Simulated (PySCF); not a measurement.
# Hafnium: a sound run and one with changed settings

Sound run: Hf+ [Xe] 4f14 5d1 6s2, Hf(2+) [Xe] 4f14 5d2. Computed with PySCF 2.14 in cc-pVDZ-PP with ECP60MDF, with a scalar-relativistic core potential. In the sound run the correlated levels freeze 5s2 5p6 outside the core potential. The sound run starts from symmetry-adapted Hartree-Fock orbitals and uses a fine grid where one is needed.

Changed run: all electrons correlated in a basis built for the valence shell.

```
species  method  sound run (hartree)  changed run (hartree)  converged
 Hf(2+)     MP2            -47.24850              -47.35997        yes
```

A valence basis has no tight correlating functions, so it recovers only part of the core correlation, and not evenly between atom and ion.
